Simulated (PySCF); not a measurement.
# Polarisability and C₆ of Re⁺ (rhenium, charge +1)

[Xe] 4f14 5d5 6s1, high-spin 7S determinant. Computed with PySCF 2.14 in aug-cc-pVQZ-PP with ECP60MDF (7s7p6d4f3g2h, 135 functions), with a scalar-relativistic core potential. Coupled (time-dependent) response in atomic units; α is the mean over directions.

```json
{"method": "r2SCAN0", "mean α (bohr³)": "31.59", "C₆ (like pair)": "271.3", "S(−4)": "375.2"}
```

S(−4) is the Cauchy moment in α(ω) = α(0) + S(−4) ω² + …

α(iu) at r2SCAN0:

```json
{"u (hartree)": "0", "α(iu) (bohr³)": "31.59"}
{"u (hartree)": "0.0500", "α(iu) (bohr³)": "30.68"}
{"u (hartree)": "0.100", "α(iu) (bohr³)": "28.34"}
{"u (hartree)": "0.200", "α(iu) (bohr³)": "22.27"}
{"u (hartree)": "0.300", "α(iu) (bohr³)": "17.19"}
{"u (hartree)": "0.500", "α(iu) (bohr³)": "11.16"}
{"u (hartree)": "0.750", "α(iu) (bohr³)": "7.482"}
{"u (hartree)": "1.00", "α(iu) (bohr³)": "5.480"}
{"u (hartree)": "1.50", "α(iu) (bohr³)": "3.371"}
{"u (hartree)": "2.00", "α(iu) (bohr³)": "2.295"}
{"u (hartree)": "3.00", "α(iu) (bohr³)": "1.253"}
{"u (hartree)": "5.00", "α(iu) (bohr³)": "0.5297"}
```

For an ion, C₆ is the dispersion term alone; charge-induced terms of lower order in 1/R come first.

Energies and moments cover only the electrons outside the core potential. Spin-orbit coupling, which splits the p, d and f shells strongly at this Z, is absent.
